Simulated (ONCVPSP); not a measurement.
What one change does to a pseudopotential (beryllium (Be), ONCV)

ONCVPSP 4.0.1 input, shortened (lines: element, Z, core and valence counts, functional; n l f; lmax; l rc ep ncon nbas qcut; lloc lpopt rc5 dvloc0; l nproj debl; icmod fcfact rcfact), PBEsol, scalar-relativistic:

```
  Be 4.00    1    1  -116133      upf
    1    0    2.00
    2    0    1.00
    2
    0    1.90    0.00    4    8    4.00
    1    1.95    0.03    5    8    5.00
    2    2.00    0.12    5    8    5.40
    4    5    1.65    3.00
    0    1    2.40
    1    3    3.90
    2    2    0.90
    1    0.60    0.00
```

In the p channel the program set the typed energies aside and used 0.050, 3.950, 7.850 Ha.

Change: all radii but the core radius scaled by about 0.78 (s 1.50, p 1.52, d 1.56 bohr); local potential polynomial inside 1.30 bohr (lpopt 5, dvloc0 3 Ha).

Cutoffs: the cutoffs (Ha) at which the residual kinetic energy of the hardest occupied pseudo-wave falls to 1 and 0.1 mHa per electron; they do not see the model core or the augmentation charge, which bear on the density cutoff. Errors are all-electron minus pseudo energies relative to the spin-unpolarised reference configuration.

Q: How do hardness, ghosts and transferability respond?

A: The potential gets harder (6.0 Ha and 8.9 Ha → 6.6 Ha and 9.9 Ha); of the 4 tests that both files solve, the error grows in 2 and shrinks in 2 by more than 15 % and 0.3 meV (median size 7.9 → 4.5 meV); neither file shows a bound ghost. A smaller radius makes the pseudo-wave follow the all-electron one further in, where it bends more sharply, so more plane waves are needed.

| quantity | base | changed |
| --- | --- | --- |
| cutoff, loose | 6.0 Ha | 6.6 Ha |
| cutoff, tight | 8.9 Ha | 9.9 Ha |
| bound ghosts | none | none |
| GHOST(+) flags under 300 eV | none | none |
| error for 2s2, meV [ΔE -9.46 eV] | +7.3 | +9.1 |
| error for 2s1.5, meV [ΔE -5.74 eV] | +2.4 | +3.2 |
| error for 2s1 2p1, meV [ΔE -5.86 eV] | +8.4 | +4.1 |
| error for 2s0 2p2, meV [ΔE -2.25 eV] | +14 | +4.9 |
| rms error of d²Exc/dni dnj with the model core, mHa | 0.54 | 1.05 |

Base: The cutoffs count occupied waves only; projector 2 of the p channel, the hardest unoccupied one, needs 44 Ha at the loose tolerance.
